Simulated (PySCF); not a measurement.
Cl3OSi, SMILES Cl[Si](Cl)([O])Cl, multiplicity 2. Atoms are numbered in the order given.

```xyz
5

O     -0.2705    -1.9155     0.0000
Si    -0.0092    -0.2634     0.0000
Cl     1.0159     0.3220     1.6477
Cl    -1.8970     0.4744     0.0000
Cl     1.0159     0.3220    -1.6477
```
Charge 0, spin multiplicity 2.

Coordinates come from a ωB97X-D3(BJ)/def2-SVP optimisation. The isomer is the one that the SMILES or the coordinates give; other isomers of the formula were not compared.

Two levels are set side by side: PBE/pcH-1 (PySCF) and B3LYP/pcH-1 (PySCF). Contact hyperfine couplings, same geometry. Differences are taken from unrounded values.

```csv
quantity,PBE
"A(iso) of 17O, atom O1 (MHz)",-19.0
"A(iso) of 29Si, atom Si2 (MHz)",45.5
"A(iso) of 35Cl, atom Cl3 (MHz)",-1.5
"A(iso) of 35Cl, atom Cl4 (MHz)",1.4
"A(iso) of 35Cl, atom Cl5 (MHz)",-1.5
```

Question: These are the PBE values. What does B3LYP give? (An estimate is asked for; the answer gives what the named calculation found.)

Answer: 
```tsv
quantity	B3LYP	PBE minus B3LYP
A(iso) of 17O, atom O1 (MHz)	-38.1	19.1
A(iso) of 29Si, atom Si2 (MHz)	47.5	-2.0
A(iso) of 35Cl, atom Cl3 (MHz)	-1.2	-0.4
A(iso) of 35Cl, atom Cl4 (MHz)	2.9	-1.5
A(iso) of 35Cl, atom Cl5 (MHz)	-1.2	-0.4
```

Rough cost on one machine, each run with all the roots and properties that it gave: B3LYP against PBE within a factor of 2.
